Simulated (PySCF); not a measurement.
Checking a proposed structure

A compound C₄H₅Cl₂FSi gives the data below (simulated from a calculation) and was assigned the structure `FCC=C=C[SiH](Cl)Cl`.

¹³C{¹H} NMR (computed): δ 161.4 (C), 149.7 (C), 41.5 (CH2), 29.3 (CH2).

¹H NMR (500 MHz, computed): δ 5.58 (m, 1H), 2.88 (m, 1H), 2.86 (m, 1H), 2.63 (m, 1H), 2.58 (m, 1H).

Method: PBE0/pcSseg-1 with gauge-including orbitals, GFN2-xTB geometry, in PySCF 2.14.0 with density-fitted response routines (non-relativistic, isolated molecule, single conformer).

Shifts are taken against calculated references (same method and geometry level): ¹H and ¹³C vs TMS.

(1) Compare with the shifts computed for the proposed structure, pairing carbons in order of shift.

(2) Which isomer fits?

Answers

(1) Atoms are numbered as in `[F:1][CH2:2][CH:3]=[C:4]=[CH:5][SiH:6]([Cl:7])[Cl:8]`. Each H is labelled by its parent atom.

```tsv
atom	computed for proposal	given list	difference
C4	220.8	161.4	+59.4
C3	93.3	149.7	-56.4
C5	91.9	41.5	+50.4
C2	81.8	29.3	+52.5
```

The rms difference is 54.8 ppm and the largest +59.4 ppm at C4 (central carbon of an allene). The carbon types in order of shift don't match either: C, CH, CH, CH2 for the proposal against C, C, CH2, CH2 in the data. The proposal doesn't fit.

(2) `F[Si@H](Cl)C1=C(Cl)CC1`.

Carbon types of the structure: 2 × C, 2 × CH2, leaving 1 H on heteroatoms. δC 161.4, 149.7: fully substituted alkene carbon; the olefinic region. δC 41.5, 29.3: allylic sp3 CH2; a saturated carbon with 2 carbon neighbours and no heteroatom attached. δH 5.58: hydrogen on a silicon bonded to C, Cl, F. δH 2.88, 2.86, 2.63, 2.58: hydrogen on an allylic sp3 CH2; allylic position.

The shifts were computed for this structure.

Carbons that carry Cl, above all several Cl atoms, come out too deshielded, partly because spin–orbit coupling is missing. Splittings by ¹⁹F in the carbon and heteronuclear signals aren't shown, as no couplings were computed. Shifts are as computed. Against solution values, carbons near 30 ppm lie about +3 ppm off and those near 130 ppm about +5 ppm; carbons on Cl a further +6 ppm. Of 1211 compounds with measured shifts, 218 miss one by over three times the rms of a fit or turn the order of signals round; such compounds aren't used in these exercises. No couplings were computed; multiplicities are counted from neighbouring protons, with m where these are inequivalent, close in shift, in a saturated or five-membered ring or joined by F or P, and br s for small geminal =CH2 splittings.
